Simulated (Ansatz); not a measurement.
`C[Se][SiH2]Cl` + `[AsH3]` → `C[Se][AsH2]` + `[SiH3]Cl` at 400 K and 1 bar (ligand exchange at the Se–Si bond).

Isolated molecules relaxed with PBE0-D4/def2-TZVP in Ansatz; ΔE leaves out vibrations. CCSD(T)/CBS adds triple-zeta CCSD(T) − MP2 to the extrapolated MP2 energy (def2 sets, frozen cores). This one scheme is used for every species. For As, Se outer-core shells are correlated without core-valence functions, which leaves a few kJ/mol of doubt a bond. Scalar relativity is left out up to krypton. One conformer a species, not always the lowest.

```json
{"species": "`C[Se][SiH2]Cl`", "CCSD(T)/CBS energy (Eh)": "-3190.69652", "H − E (kJ/mol)": "181.3", "S (J/(mol·K))": "390.4"}
{"species": "`[AsH3]`", "CCSD(T)/CBS energy (Eh)": "-2236.79077", "H − E (kJ/mol)": "72.0", "S (J/(mol·K))": "234.9"}
{"species": "`C[Se][AsH2]`", "CCSD(T)/CBS energy (Eh)": "-4676.77761", "H − E (kJ/mol)": "168.0", "S (J/(mol·K))": "364.9"}
{"species": "`[SiH3]Cl`", "CCSD(T)/CBS energy (Eh)": "-750.69636", "H − E (kJ/mol)": "85.8", "S (J/(mol·K))": "267.3"}
```

H − E and S are ideal-gas, rigid-rotor, harmonic terms from PBE0-D4/def2-TZVP, for one conformer and one mirror image of each species. 1 Eh = 2625.50 kJ/mol, R = 8.31446 J/(mol·K).

Task: By hand: ΔE, ΔH, ΔS and ΔG.

Result: ΔE = (-4676.77761) + (-750.69636) − (-3190.69652) − (-2236.79077) = 0.01332 Eh = 35.0 kJ/mol. Δ(H − E) = 168.0 + 85.8 − 181.3 − 72.0 = 0.5, so ΔH = 35.5 kJ/mol. ΔS = 364.9 + 267.3 − 390.4 − 234.9 = 6.9 J/(mol·K). ΔG = 35.5 − 400 × (6.9)/1000 = 32.7 kJ/mol.

Task: By hand: the equilibrium constant, and the temperature at which ΔG would vanish if ΔH and ΔS stayed fixed.

Result: log₁₀ K = −ΔG/(RT ln 10) = -4.3. ΔG = 0 at ΔH/ΔS = 5145 K, far beyond where these terms or the molecules hold.

The number of gas molecules stays the same, so ΔS is small and ΔH decides. A doubt of 5 kJ/mol in ΔE shifts log₁₀ K by 0.7 here. Other conformers and mirror images would add mixing entropy, several J/(mol·K) or more a flexible species. Modes under 60 cm⁻¹, often nearly free rotors, make the harmonic entropy too high. These are equilibria of isolated gas molecules and say nothing of rates. Largest T1 diagnostic: 0.011 (customary marks: 0.02 for closed shells, 0.045 for open ones).
